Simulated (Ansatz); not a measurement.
Consider the cleavage of the Sn–Si bond: `O[SiH](S)[SnH3]` + `CCS` → `CC[S][SnH3]` + `O[SiH2]S`.

Computed with Ansatz on PBE0-D4/def2-TZVP structures; ΔE is electronic, products minus reactants. CCSD(T)/CBS adds triple-zeta CCSD(T) − MP2 to the extrapolated MP2 energy (def2 sets, frozen cores). Functionals use def2-TZVPP. B3LYP here is the variant with VWN-RPA as its local correlation; programs differ in this. def2 core potentials past Kr. For Sn outer-core shells are correlated without core-valence functions, which leaves a few kJ/mol of doubt a bond. Each species was taken in one conformer, which may not be the lowest.

`O[SiH](S)[SnH3]`:

Z-matrix (Å, degrees):
```
Si
S 1 2.126
Sn 1 2.571 2 110.5
O 1 1.650 2 109.1 3 -122.5
H 1 1.487 2 102.9 3 119.0
H 2 1.344 1 95.1 3 50.7
H 3 1.709 1 109.7 2 -43.2
H 3 1.713 1 111.5 2 -162.3
H 3 1.706 1 111.4 2 76.8
H 4 0.959 1 117.5 2 164.6
```

`CCS`:

Z-matrix (Å, degrees):
```
C
C 1 1.514
H 1 1.094 2 110.6
H 1 1.091 2 111.0 3 120.4
H 1 1.093 2 111.0 3 -119.6
S 2 1.813 1 114.1 3 -177.2
H 2 1.092 1 111.5 3 58.7
H 2 1.093 1 110.8 3 -60.2
H 6 1.343 2 96.8 1 -62.2
```

`CC[S][SnH3]`:

```xyz
12

C     0.388   -1.206    1.044
C    -0.908   -0.455    0.829
S    -1.359   -0.211   -0.922
Sn    0.314    1.367   -1.596
H     1.246   -0.644    0.665
H     0.370   -2.169    0.532
H     0.553   -1.383    2.111
H    -0.895    0.515    1.332
H    -1.750   -1.016    1.241
H    -0.262    2.097   -3.022
H     0.487    2.496   -0.325
H     1.817    0.608   -1.888
```

`O[SiH2]S`:

```xyz
7

O     1.200    0.755    0.499
Si   -0.061    0.296   -0.447
S    -1.327   -1.156    0.469
H     0.999    1.032    1.394
H    -0.993    1.415   -0.737
H     0.569   -0.227   -1.677
H    -0.386   -2.115    0.500
```

```
             level  ΔE (kJ/mol)  difference from CCSD(T)/CBS
            PBE-D4        -32.0                         11.3
         r2SCAN-D4        -38.9                          4.4
           PBE0-D4        -35.0                          8.3
          B3LYP-D4        -40.0                          3.3
           ωB97X-V        -40.9                          2.4
           ωB97M-V        -41.2                          2.1
            B2PLYP        -42.2                          1.1
               PBE        -30.9                         12.4
            r2SCAN        -38.6                          4.7
              PBE0        -34.2                          9.1
             B3LYP        -38.4                          4.9
     HF/def2-TZVPP        -51.2                         -7.9
    MP2/def2-TZVPP        -47.0                         -3.7
SCS-MP2/def2-TZVPP        -48.0                         -4.7
   CCSD/def2-TZVPP        -41.8                          1.5
CCSD(T)/def2-TZVPP        -42.1                          1.2
     HF/def2-QZVPP        -51.8                         -8.5
    MP2/def2-QZVPP        -47.9                         -4.6
SCS-MP2/def2-QZVPP        -49.0                         -5.7
      HF/CBS(def2)        -51.9                         -8.6
     MP2/CBS(def2)        -48.2                         -4.9
    CCSD/CBS(def2)        -43.0                          0.3
       CCSD(T)/CBS        -43.3                            0
```

Largest T1 diagnostic among the species: 0.013.

In def2-TZVPP, CCSD(T) changes the Hartree–Fock value by +9.1 kJ/mol (the triples alone add −0.4 kJ/mol) and MP2 by +4.2 kJ/mol. From PBE to PBE0 (25 % exact exchange), in def2-TZVPP and without D4, ΔE moves by −3.2 kJ/mol.

CCSD(T)/CBS has its own doubt, a few kJ/mol and more with outer-core shells, so smaller differences from it don't rank the levels.
